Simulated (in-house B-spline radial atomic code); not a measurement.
A radial electron density 4πr²n(r) was computed for an atom or ion in its tabulated ground configuration with an all-electron radial atomic-structure program (B-spline basis); method: Dirac-Hartree-Fock, average of configuration. Columns: r (bohr), 4πr²n(r) (electrons per bohr), bar.

```
0.000472    3.349 #
0.000581    4.641 #
0.000715    6.397 ##
 0.00088    8.769 ###
 0.00108    11.89 ####
 0.00133    16.08 #####
 0.00164    21.58 #######
 0.00202    28.58 #########
 0.00248    37.18 ###########
 0.00306    47.83 ##############
 0.00376    59.98 ##################
 0.00463    73.49 ######################
  0.0057    87.29 ##########################
 0.00701    99.85 ##############################
 0.00863    109.4 #################################
  0.0106    114.2 ##################################
  0.0131    113.3 ##################################
  0.0161    108.1 #################################
  0.0198    102.4 ###############################
  0.0244    101.9 ###############################
    0.03    110.9 #################################
  0.0369    127.8 #######################################
  0.0454    143.4 ###########################################
  0.0559    145.8 ############################################
  0.0687    132.5 ########################################
  0.0846      117 ###################################
   0.104      118 ####################################
   0.128    132.9 ########################################
   0.158    134.3 #########################################
   0.194    107.9 #################################
   0.239    79.06 ########################
   0.294    77.79 #######################
   0.362    89.03 ###########################
   0.445    80.56 ########################
   0.548    53.79 ################
   0.674    32.02 ##########
    0.83    22.22 #######
    1.02    16.33 #####
    1.26    9.497 ###
    1.55    3.953 #
     1.9    1.146 
    2.34   0.2078 
    2.88  0.02202 
    3.55  0.00113 
    4.37 2.378e-05
```

Task: Which atom or ion is it?
A. Hg8+
B. Pb9+
C. Au8+
D. Au9+

Result: C. The area under the curve, ∫4πr²n dr = ∫r·4πr²n d(ln r) on this logarithmic grid, is 71 electrons, which only this option has. The configuration is [Xe] 4f14 5d3.
